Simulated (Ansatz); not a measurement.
Geometry optimisation, RKS B3LYP/def2-SVP (Ansatz 0.2.0).

Input:

```yaml
crystal:
  periodic: [false, false, false]
  atoms:
    - { symbol: C, position_ang: [-1.55739, -0.03982, -0.91488] }
    - { symbol: C, position_ang: [-0.6997, 0.07393, -0.0753] }
    - { symbol: B, position_ang: [0.40779, 0.1977, 0.93131] }
    - { symbol: S, position_ang: [2.08019, -0.1531, 0.46304] }
    - { symbol: H, position_ang: [-2.32294, -0.13035, -1.63026] }
    - { symbol: H, position_ang: [2.75064, 0.07752, 1.64698] }
    - { symbol: H, position_ang: [1.87026, -0.47034, -0.81253] }
basis:
  gaussian: { orbitals: def2-SVP }
hamiltonian:
  xc: b3lyp
relax:
  f_tol: 0.02
  max_steps: 50
```

Run as:

```bash
$ ansatz run input.yaml --threads 1 --pin off --max-ram 2048MiB --backend cpu --events-out ev --progress --plain --runs-dir out
```

Problem. Where does it end, and by what steps?

Solution. It converged. After 16 steps the energy has fallen by 2.147 eV; H7 moved furthest, 0.84 Å.

| step | energy less start (eV) | largest force component (eV/Å) | accepted |
| --- | --- | --- | --- |
| 0 | 0.0000 | 3.833 | yes |
| 1 | -0.8054 | 1.444 | yes |
| 2 | -1.1828 | 1.212 | yes |
| 3 | -1.5339 | 1.425 | yes |
| 4 | -1.7768 | 1.338 | yes |
| 5 | -1.9529 | 1.340 | yes |
| 6 | -2.0379 | 0.414 | yes |
| 7 | -2.0670 | 0.142 | yes |
| 8 | -2.1068 | 0.327 | yes |
| 9 | -2.0702 | 1.352 | no |
| 10 | -2.1365 | 0.193 | yes |
| 11 | -2.1425 | 0.151 | yes |
| 12 | -2.1449 | 0.136 | yes |
| 13 | -2.1453 | 0.140 | yes |
| 14 | -2.1465 | 0.065 | yes |
| 15 | -2.1469 | 0.034 | yes |
| 16 | -2.1469 | 0.016 | yes |

```xyz
7
Properties=species:S:1:pos:R:3
C -1.734 0.029 -0.892
C -0.804 0.052 -0.092
B 0.242 0.150 0.969
S 1.914 -0.498 0.582
H -2.561 0.014 -1.579
H 2.778 0.292 1.251
H 2.693 -0.484 -0.630
```

Whether the end is a true minimum wasn't checked by a vibrational analysis.

The run took 44 s on 1 thread of Arm Neoverse V1, on a shared host, peak memory 0.14 GiB.
